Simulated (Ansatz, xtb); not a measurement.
## AlH5NOSb: which of two isomers lies lower

Structure a is `[NH2][AlH][O][SbH2]`, a singlet and structure b is `[OH][Al@@H-]1[NH2+][SbH]1`, a singlet. Both are isolated molecules in the gas phase, relaxed with B3LYP-D3(BJ)/def2-SVP; the shapes shown needn't be the lowest conformers.

a (Å):

```xyz
9

Al   -1.1485   -1.9959    0.8644
N    -2.4809   -2.2018    2.0118
O     0.3792   -1.5356    1.4690
Sb    2.1900   -0.9604    0.8917
H    -3.4240   -2.4791    1.7576
H    -2.4157   -2.0641    3.0159
H     1.7770    0.6968    0.5673
H    -1.3955   -2.2526   -0.6734
H     2.0023   -1.3159   -0.8014
```

b (Å):

```xyz
9

Al   -1.1635   -1.3648    1.4866
N    -0.0097   -1.5713   -0.0517
O    -2.2690   -2.6836    1.4047
Sb    1.4370   -2.0922    1.6381
H    -2.9034   -2.9168    2.0873
H    -1.6010    0.1120    1.8401
H     0.3254   -0.7930   -0.6191
H    -0.1726   -2.3726   -0.6643
H     1.8801   -0.4221    1.6716
```

Quicker runs give these differences E(b) − E(a): GFN2-xTB +0.247 eV; HF/STO-3G +0.474 eV (at GFN2-xTB geometries); r2SCAN-D4/def2-SVP −0.164 eV (at GFN2-xTB geometries).

Problem. Estimate E(b) − E(a) at the level CCSD(T)/def2-SVP + ΔMP2/def2-TZVPP.

Solution. Calculated at CCSD(T)/def2-SVP + ΔMP2/def2-TZVPP: E(b) − E(a) = −0.095 eV, so structure b lies lower.

Level by level:

| level | geometry | E(b) − E(a) (eV) | departure from the last row (eV) | job, with rough time for the two |
| --- | --- | --- | --- | --- |
| GFN2-xTB | GFN2-xTB | +0.247 | +0.342 | optimisation, 0.64 s |
| HF/STO-3G | GFN2-xTB | +0.474 | +0.569 | single point, 1.2 s |
| r2SCAN-D4/def2-SVP | GFN2-xTB | −0.164 | −0.069 | single point, 3.6 s |
| B3LYP-D3(BJ)/def2-SVP | B3LYP-D3(BJ)/def2-SVP | −0.197 | −0.102 | optimisation, 2.9 min |
| HF/def2-SVP | B3LYP-D3(BJ)/def2-SVP | −0.023 | +0.072 | part of the CCSD(T) run |
| MP2/def2-SVP | B3LYP-D3(BJ)/def2-SVP | −0.172 | −0.077 | part of the CCSD(T) run |
| CCSD(T)/def2-SVP | B3LYP-D3(BJ)/def2-SVP | −0.175 | −0.080 | single point |
| CCSD(T)/def2-SVP + ΔMP2/def2-TZVPP | B3LYP-D3(BJ)/def2-SVP | −0.095 |  | single point, 30 s |

As drawn, b has 1 N–Sb, 1 Al–Sb, 1 O–H in place of 1 O–Sb, 1 Sb–H. Structure a has no ring, b a 3-membered ring.

GFN2-xTB, HF/STO-3G put the two in the other order. The largest departure from CCSD(T)/def2-SVP + ΔMP2/def2-TZVPP is that of HF/STO-3G, 0.569 eV. The last row adds to CCSD(T) the change of the MP2 difference between the two basis sets, here +0.080 eV.

With harmonic frequencies from B3LYP-D3(BJ)/def2-SVP (ideal gas, rigid rotor, one conformer each, 600 K, 1 atm): on the last row, ΔE + ΔZPE = +0.028 eV. A mode under 50 cm⁻¹ makes harmonic enthalpies and free energies unreliable, so none is given. The zero-point term alone reverses the order.

The correlated steps freeze 11 core orbitals; the filled d shell of Sb is correlated, in a basis made for valence electrons. Atoms past krypton carry core potentials in the def2 sets, other sets are all-electron and non-relativistic, and no spin–orbit term is included. Codes used: Ansatz 0.2.0, xtb 6.7.1; the last row on 2 threads of Intel(R) Xeon(R) Platinum 8259CL CPU @ 2.50GHz (Skylake/Cascade Lake) on a shared host.
